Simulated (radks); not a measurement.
Problem. Os II, 75 electrons, occupied as [Xe] 4f13.5 5d6 6p1.5 (fractional occupations, a model configuration). Method: Dirac Kohn-Sham, PBE, spin-unpolarised, spherical densities, finite nucleus; open shells fill j = l - 1/2 first; Fermi nuclear charge, rms radius 5.4126 fm; computed with a radial shooting solver on a logarithmic mesh with Libxc functionals.

Spin-orbit splittings of the eigenvalues, e(l+1/2) - e(l-1/2), with zeta = 2 splitting/(2l+1) and mean radii in bohr:

shell  occ.  splitting (eV)  zeta (eV)  <r> j=l-1/2  <r> j=l+1/2
2p        6            1531       1021      0.06131      0.06950
3p        6           333.9      222.6       0.1835       0.1986
3d       10           72.31      28.92       0.1734       0.1781
4p        6           78.66      52.44       0.4352       0.4686
4d       10           14.61      5.842       0.4812       0.4924
4f     13.5           2.857     0.8162       0.5460       0.5538
5p        6               ?          ?        1.089        1.186
5d        6           1.212     0.4847        1.640        1.698
6p      1.5           1.072     0.7145        3.327        3.635

Estimate the 5p splitting.

Solution. 12.58 eV (zeta = 8.385 eV).
